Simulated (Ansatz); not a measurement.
An input meant for the cluster Au₄⁻ (charge -1, doublet; scaled by 1.12).

```yaml
crystal:
  periodic: [false, false, false]
  atoms:
    - {symbol: Au, position_ang: [-1.395050, -0.417991, 0.295525]}
    - {symbol: Au, position_ang: [3.739876, 2.026664, -0.990366]}
    - {symbol: Au, position_ang: [-3.722908, -2.050524, 0.991822]}
    - {symbol: Au, position_ang: [1.378082, 0.441862, -0.296981]}
basis:
  gaussian: {orbitals: def2-TZVP, fitting: {mean_field: cc-pVTZ-jkfit}}
total_charge: -1
magnetization: {spin_polarized: true, initial_magnetization: 1}
hamiltonian: {xc: {name: B3LYP}}
scf: {lower_state_search: off}
output: {forces: true}
```

```sh
$ ansatz run in.yaml --threads 4 --pin off --events-out ev --progress --plain --max-ram 3916MiB
```

Shortened log:

```
Functional definition: B3LYP
Error: [file] the basis set cc-pVTZ-JKFIT has no functions for Au
```

In the def2 sets Au takes a core potential; there is no spin–orbit coupling. B3LYP takes the VWN-RPA correlation. The highest occupied level of an anion often lies above zero with these methods, and sets without diffuse functions describe the outer electron poorly.
